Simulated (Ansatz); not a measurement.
Abridged output of a molecular run in Ansatz:

```
Functional definition: HF
766 factors; integrals over basis functions are off by at most 9.9e-4 eV
mean field evaluation 1: about -30292.7336 eV, gradient 3.8e1 eV
mean field evaluation 2: about -30292.7437 eV, gradient 3.8e1 eV
mean field evaluation 4: about -30295.9506 eV, gradient 2.8e0 eV
mean field evaluation 8: about -30295.9858 eV, gradient 1.6e-4 eV
mean field -30295.98583555 eV, -1113.3569440998 hartree, gradient 1.9e-6 eV, S^2 0.000000; 0 other end points of the search recorded, 0 dependent functions left out
16 core orbitals not correlated: weight in the atoms' cores, before any rotation towards them, 1.000 or more for the frozen orbitals, at most 0.000 for the correlated occupied ones
reference -30295.98583555 eV, -1113.3569440998 hartree; 12, 12 occupied and 55, 55 virtual orbitals, 766 factors
second order -13.78003150 eV of doubles, -0.00000000 eV of singles
cycle   1  -14.47405595 eV  change   -6.9e-1 eV  update   8.6e-2
cycle   2  -14.80936074 eV  change   -3.4e-1 eV  update   2.6e-2
cycle   3  -14.89133026 eV  change   -8.2e-2 eV  update   1.4e-2
cycle   4  -14.88970873 eV  change    1.6e-3 eV  update   3.0e-3
cycle   5  -14.88821132 eV  change    1.5e-3 eV  update   1.1e-3
cycle   6  -14.88802233 eV  change    1.9e-4 eV  update   3.7e-4
cycle   7  -14.88788019 eV  change    1.4e-4 eV  update   1.1e-4
cycle   8  -14.88787187 eV  change    8.3e-6 eV  update   3.6e-5
cycle   9  -14.88788492 eV  change   -1.3e-5 eV  update   1.2e-5
perturbative correction -0.36721139 eV, -0.0134947697 hartree
Total energy: -30311.24093186 eV, -1113.9175585488 hartree
```

Its atoms:

Cartesian coordinates in Å:
```
O 0.1815 1.9912 0.4878
Al -0.0306 0.3693 0.0833
S -2.0806 -0.2474 -0.2899
S 1.6906 -0.9658 -0.0385
H 1.0189 2.4081 0.6792
H -1.7312 -1.5186 -0.5496
H 0.9515 -2.0368 -0.3722
```

(1) Which basis set was used?
A. cc-pV(Q+d)Z
B. def2-TZVPPD
C. def2-SVP
D. cc-pV(T+d)Z

(2) Write the keys of the input that set method, charge and spin (a neutral closed shell needs none for the last two).

Results:

(1) C. It gives 83 functions.

(2) 
```yaml
correlation: {method: ccsd_t}
```
